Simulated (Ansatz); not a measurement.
Consider the ligand exchange at the Si–C bond: `C[SiH](O)O` + `O[SiH](O)S` → `O[SiH](O)S[SiH](O)O` + CH₄.

Computed with Ansatz on PBE0-D4/def2-TZVP structures; ΔE is electronic, products minus reactants. CCSD(T)/CBS adds triple-zeta CCSD(T) − MP2 to the extrapolated MP2 energy (def2 sets, frozen cores). This one scheme is used for every species. Functionals use def2-TZVPP. B3LYP here is the variant with VWN-RPA as its local correlation; programs differ in this. Each species was taken in one conformer, which may not be the lowest.

`C[SiH](O)O`:

```xyz
10

C     0.591    0.463   -1.130
Si    0.018    0.032    0.579
O    -1.563    0.490    0.633
O     0.216   -1.563    0.933
H    -0.013   -0.047   -1.885
H     0.502    1.538   -1.304
H     1.635    0.176   -1.274
H     0.800    0.713    1.641
H    -2.016    0.399    1.473
H    -0.171   -2.202    0.333
```

`O[SiH](O)S`:

```xyz
8

O    -1.113   -0.095   -0.961
Si    0.253   -0.458   -0.125
O    -0.239   -1.073    1.301
S     1.506    1.268    0.009
H    -1.016    0.518   -1.692
H     1.106   -1.478   -0.764
H    -1.051   -0.727    1.677
H     0.554    2.045    0.556
```

`O[SiH](O)S[SiH](O)O`:

```xyz
13

O    -1.876   -0.947   -2.169
Si   -0.384   -0.972   -1.520
O     0.382    0.426   -1.849
S    -0.446   -1.299    0.615
Si    0.127    0.623    1.318
O     0.342    0.504    2.933
O     1.533    1.146    0.633
H    -2.458   -0.220   -1.938
H     0.260   -2.161   -2.106
H     1.029    0.764   -1.215
H    -0.849    1.668    0.961
H    -0.001   -0.271    3.380
H     2.341    0.740    0.957
```

CH₄:

Cartesian coordinates in Å:
```
C 0.000 0.000 0.000
H 0.089 0.013 -1.086
H -0.325 -0.987 0.326
H -0.731 0.745 0.314
H 0.967 0.230 0.446
```

CCSD(T)/CBS gives -19.9 kcal/mol.

Another level gave -20.8 kcal/mol. Which?
A. HF/def2-TZVPP
B. B2PLYP/def2-TZVPP
C. B3LYP-D4/def2-TZVPP
D. B3LYP/def2-TZVPP

C. B3LYP-D4 -20.8, HF/def2-TZVPP -16.3, B3LYP -17.7, B2PLYP -18.9 kcal/mol.

Largest T1 diagnostic among the species: 0.012.

The D4 term adds −3.1 kcal/mol with B3LYP and −1.7 kcal/mol with PBE0; it sums over pairs of atoms, weighted by their polarisabilities, and B3LYP, whose exchange is more repulsive, gets the larger term. In def2-TZVPP, CCSD(T) changes the Hartree–Fock value by −3.0 kcal/mol (the triples alone add −1.1 kcal/mol) and MP2 by −4.4 kcal/mol.
